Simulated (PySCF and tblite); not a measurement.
Values are calculated unless marked as measured or tabulated.
C₂H₈OSi, numbered as in [CH3:1][O:2][SiH2:3][CH3:4]. The same 2 conformers on PBE0-D3(BJ)/def2-SVP geometries, with only the solvent of the single-point energies changed (functional PBE0, basis set def2-TZVP, D3(BJ) where defined; PySCF).

Torsions listed: C1–O2–Si3–C4. Of a mirror pair one member is shown.

```csv
conformer,shape,symmetry,dipole D
1,180°,Cs,0.23
2,-65°,C1 (pair),1.42
```

Energies (kcal/mol) above conformer 1 and its weight at 298.15 K (thermal terms from GFN2-xTB):

| solvent | E(2) − E(1) | weight of 1 (%) | dipole of 1 (D) | of 2 |
| --- | --- | --- | --- | --- |
| gas phase | 0.55 | 55 | 0.23 | 1.42 |
| cyclohexane | ? | ? | ? | ? |
| chloroform | 0.41 | 49 | 0.31 | 1.76 |
| acetone | 0.34 | 46 | 0.36 | 1.89 |
| water | 0.32 | 45 | 0.38 | 1.93 |

Q: What does cyclohexane give?

A: E(2) − E(1) = 0.48 kcal/mol, weight of conformer 1 52 %, dipoles 0.26 and 1.60 D.

Q: How much does the choice of solvent matter?

A: The widest range is that of E(2) − E(1), which runs from 0.32 (water) to 0.55 kcal/mol (gas phase), a spread of 0.23, against RT = 0.59. From gas phase to water conformer 2 gains, the one with the larger dipole, as a polar medium favours it. Some levels give another conformer the largest weight.
